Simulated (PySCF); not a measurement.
CH2Cl, doublet, at a GFN2-xTB geometry; MP2/def2-SVP (PySCF).

The PySCF input:
```python
from pyscf import gto, scf, mp

mol = gto.M(
    atom='''
C 
Cl 1 1.675952
H  1 1.069758 2 118.416997
H  1 1.069758 3 123.166006 2 -180.000000
''',
    basis='def2-svp',
    charge=0,
    spin=1,
    verbose=4,
)

mf = scf.UHF(mol)
mf.kernel()

pt = mp.MP2(mf)
pt.kernel()
print('E(MP2) = %.10f' % pt.e_tot)
mf.analyze()
```

Predict the main parts of the log of this PySCF run.


```
PySCF version 2.14.0

[INPUT] verbose = 4
[INPUT] num. atoms = 4
[INPUT] num. electrons = 25
[INPUT] charge = 0
[INPUT] spin (= nelec alpha-beta = 2S) = 1
[INPUT] symmetry False subgroup None
[INPUT] Mole.unit = angstrom
[INPUT] Symbol           X                Y                Z      unit          X                Y                Z       unit  Magmom
[INPUT]  1 C      0.000000000000   0.000000000000   0.000000000000 AA    0.000000000000   0.000000000000   0.000000000000 Bohr   0.0
[INPUT]  2 Cl     1.675952000000   0.000000000000   0.000000000000 AA    3.167090277917   0.000000000000   0.000000000000 Bohr   0.0
[INPUT]  3 H     -0.509081934596   0.000000000000   0.940860118419 AA   -0.962025431351   0.000000000000   1.777967945338 Bohr   0.0
[INPUT]  4 H     -0.509081934596   0.000000000000  -0.940860118419 AA   -0.962025431351   0.000000000000  -1.777967945338 Bohr   0.0

nuclear repulsion = 45.986363660025
number of shells = 20
number of NR pGTOs = 74
number of NR cGTOs = 42
basis = def2-svp
ecp = {}

******** <class 'pyscf.scf.uhf.UHF'> ********
method = UHF
initial guess = minao
damping factor = 0
level_shift factor = 0
DIIS = <class 'pyscf.scf.diis.CDIIS'>
diis_start_cycle = 1
diis_space = 8
diis_damp = 0
SCF conv_tol = 1e-09
SCF conv_tol_grad = None
SCF max_cycles = 50
direct_scf = True
direct_scf_tol = 1e-13
number electrons alpha = 13  beta = 12
Set gradient conv threshold to 3.16228e-05
init E= -498.378349882165

cycle= 1 E= -498.262959511045  delta_E= 0.115  |g|= 0.229  |ddm|= 1.36
cycle= 2 E= -498.293745925282  delta_E= -0.0308  |g|= 0.109  |ddm|= 0.299
cycle= 3 E= -498.300653982645  delta_E= -0.00691  |g|= 0.0296  |ddm|= 0.111
cycle= 4 E= -498.30187741163  delta_E= -0.00122  |g|= 0.0107  |ddm|= 0.0542
cycle= 5 E= -498.30211838274  delta_E= -0.000241  |g|= 0.00451  |ddm|= 0.0258
cycle= 6 E= -498.30216274396  delta_E= -4.44e-05  |g|= 0.00146  |ddm|= 0.0133
cycle= 7 E= -498.302166906765  delta_E= -4.16e-06  |g|= 0.000471  |ddm|= 0.00435
cycle= 8 E= -498.302167383963  delta_E= -4.77e-07  |g|= 0.000173  |ddm|= 0.00145
cycle= 9 E= -498.302167449474  delta_E= -6.55e-08  |g|= 5.21e-05  |ddm|= 0.000523
cycle= 10 E= -498.302167455232  delta_E= -5.76e-09  |g|= 1.3e-05  |ddm|= 0.000159
cycle= 11 E= -498.302167455545  delta_E= -3.13e-10  |g|= 4.53e-06  |ddm|= 3.73e-05
Extra cycle  E= -498.30216745557  delta_E= -2.54e-11  |g|= 2.7e-06  |ddm|= 6.19e-06
converged SCF energy = -498.30216745557  <S^2> = 0.76436469  2S+1 = 2.0143135

******** <class 'pyscf.mp.ump2.UMP2'> ********
nocc = (np.int64(13), np.int64(12)), nmo = (42, 42)
E(UMP2) = -498.566754105911  E_corr = -0.264586650341197
E(SCS-UMP2) = -498.562582802692  E_corr = -0.260415347121847
E_corr(same-spin) = -0.0658714999472174
E_corr(oppo-spin) = -0.198715150393979
E(MP2) = -498.5667541059
**** SCF Summaries ****
Total Energy =                        -498.302167455570157
Nuclear Repulsion Energy =              45.986363660024971
One-electron Energy =                 -778.367643384514167
Two-electron Energy =                  234.079112268919090
Two-electron Coulomb Energy =          267.540843557592837
DFT Exchange-Correlation Energy =      -33.461731288673747
**** MO energy ****
                             alpha | beta                alpha | beta
MO #1   energy= -104.797422212813  | -104.796696189936  occ= 1 | 1
MO #2   energy= -11.2944250846327  | -11.2672634687694  occ= 1 | 1
MO #3   energy= -10.5614349987766  | -10.5606695713869  occ= 1 | 1
MO #4   energy= -8.03542358017362  | -8.03734052367964  occ= 1 | 1
MO #5   energy= -8.03507779621689  | -8.03232416232498  occ= 1 | 1
MO #6   energy= -8.0327955626718   | -8.02995079338837  occ= 1 | 1
MO #7   energy= -1.16134798596834  | -1.13804159646498  occ= 1 | 1
MO #8   energy= -0.894818343021191 | -0.824175164403989 occ= 1 | 1
MO #9   energy= -0.650733044940309 | -0.635550713764824 occ= 1 | 1
MO #10  energy= -0.587006186646282 | -0.574721761493261 occ= 1 | 1
MO #11  energy= -0.544394717495603 | -0.470469350408458 occ= 1 | 1
MO #12  energy= -0.446205131697677 | -0.444413736967747 occ= 1 | 1
MO #13  energy= -0.356719623736639 | 0.124180525763628  occ= 1 | 0
MO #14  energy= 0.188018658530083  | 0.207897353402913  occ= 0 | 0
MO #15  energy= 0.245547607657944  | 0.251948851676199  occ= 0 | 0
MO #16  energy= 0.28057194151445   | 0.302744475445138  occ= 0 | 0
MO #17  energy= 0.543468091337443  | 0.556464877871176  occ= 0 | 0
MO #18  energy= 0.592765821545447  | 0.615312553365119  occ= 0 | 0
MO #19  energy= 0.650751640813085  | 0.653975314795621  occ= 0 | 0
MO #20  energy= 0.653214633079756  | 0.787318738065037  occ= 0 | 0
MO #21  energy= 0.774182458698072  | 0.78993351681624   occ= 0 | 0

To work with the spin densities directly, `use mulliken_meta_spin()` only printing them here.

 ** Mulliken spin pop alpha/beta on meta-lowdin orthogonal AOs **
 ** Mulliken Spin Density (per AO)  **
spin_pop of  0 C 1s       -0.00001
spin_pop of  0 C 2s        0.08086
spin_pop of  0 C 3s       -0.00137
spin_pop of  0 C 2px       0.03916
spin_pop of  0 C 2py       0.91087
spin_pop of  0 C 2pz       0.04042
spin_pop of  0 C 3px      -0.00005
spin_pop of  0 C 3py       0.00654
spin_pop of  0 C 3pz      -0.00035
spin_pop of  0 C 3dxy     -0.00023
spin_pop of  0 C 3dyz      0.00000
spin_pop of  0 C 3dz^2    -0.00060
spin_pop of  0 C 3dxz     -0.00001
spin_pop of  0 C 3dx2-y2   -0.00124
spin_pop of  1 Cl 1s        0.00000
spin_pop of  1 Cl 2s       -0.00000
spin_pop of  1 Cl 3s        0.00199
spin_pop of  1 Cl 4s        0.00039
spin_pop of  1 Cl 2px      -0.00000
spin_pop of  1 Cl 2py       0.00000
spin_pop of  1 Cl 2pz       0.00000
spin_pop of  1 Cl 3px      -0.05298
spin_pop of  1 Cl 3py       0.07968
spin_pop of  1 Cl 3pz       0.00124
spin_pop of  1 Cl 4px       0.00009
spin_pop of  1 Cl 4py       0.00077
spin_pop of  1 Cl 4pz       0.00007
spin_pop of  1 Cl 3dxy      0.00136
spin_pop of  1 Cl 3dyz      0.00000
spin_pop of  1 Cl 3dz^2    -0.00025
spin_pop of  1 Cl 3dxz     -0.00016
spin_pop of  1 Cl 3dx2-y2    0.00057
spin_pop of  2 H 1s       -0.05386
spin_pop of  2 H 2s        0.00009
spin_pop of  2 H 2px      -0.00000
spin_pop of  2 H 2py       0.00051
spin_pop of  2 H 2pz      -0.00011
spin_pop of  3 H 1s       -0.05386
spin_pop of  3 H 2s        0.00009
spin_pop of  3 H 2px      -0.00000
spin_pop of  3 H 2py       0.00051
spin_pop of  3 H 2pz      -0.00011
 ** Mulliken Spin Density (per atom)  **
spin density of  0 C =      1.07399
spin density of  1 Cl =      0.03277
spin density of  2 H =     -0.05338
spin density of  3 H =     -0.05338
 ** Mulliken pop alpha/beta on meta-lowdin orthogonal AOs **
 ** Mulliken pop       alpha | beta **
In total            13.00000 | 12.00000
 ** Mulliken atomic charges   ( Nelec_alpha | Nelec_beta ) **
charge of  0C =     -0.19277  (     3.63338      2.55939 )
charge of  1Cl =     -0.03749  (     8.53513      8.50236 )
charge of  2H =      0.11513  (     0.41574      0.46912 )
charge of  3H =      0.11513  (     0.41574      0.46912 )
Dipole moment(X, Y, Z, Debye): -1.35440, -0.00000,  0.00000
```
